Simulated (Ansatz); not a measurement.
Molecule: MoCl₂, charge 0, multiplicity 5. The spin state was set by rule; other spins were not relaxed. 
Structure (B3LYP-D3(BJ)/def2-TZVP (Ansatz, an electronic-structure program) minimum search):
```
Mo
Cl 1 2.2773
Cl 1 2.2773 2 131.44
```
Charge 0, spin multiplicity 5.

Property: atomisation energy (electronic, to ground-state atoms), in kJ/mol. Correlated levels leave the core frozen unless marked. UHF or UKS for open shells. No spin-orbit coupling. Frozen are the shells of the preceding noble gas and the d and f shells that filled before the atom's block. In def2 rows, elements after Kr have scalar-relativistic effective core potentials. STO-3G rows are all-electron and non-relativistic. The coupled-cluster limit lacks core correlation, which all-electron functionals hold. CBS(X,Y): correlation extrapolated as X^-3; Hartree-Fock from the larger set. [CCSD(T)-MP2]/basis is that difference in the basis named.

```csv
level,program,atomisation energy (kJ/mol)
PBE0-D3(BJ)/def2-TZVP,Ansatz + dftd3,749.4
r2SCANh-D4/def2-TZVPD,Ansatz + dftd4,741.0
r2SCAN0/def2-TZVPD,Ansatz,719.0
HSE06/def2-TZVPD,Ansatz,___
wB97M-V/def2-TZVPD,Ansatz,759.8
B2GP-PLYP/def2-TZVPD,Ansatz,___
B2PLYP-D3(BJ)/def2-TZVPD,Ansatz + dftd3,___
SCS-MP2/STO-3G,Ansatz,909.6
"RI-MP2/CBS(def2-TZVPPD,def2-QZVPPD)+[CCSD(T)-MP2]/def2-TZVPPD",Ansatz,756.5
```

What belongs in the gaps?


- HSE06/def2-TZVPD, atomisation energy (kJ/mol): 741.4
- B2GP-PLYP/def2-TZVPD, atomisation energy (kJ/mol): 742.9
- B2PLYP-D3(BJ)/def2-TZVPD, atomisation energy (kJ/mol): 759.0
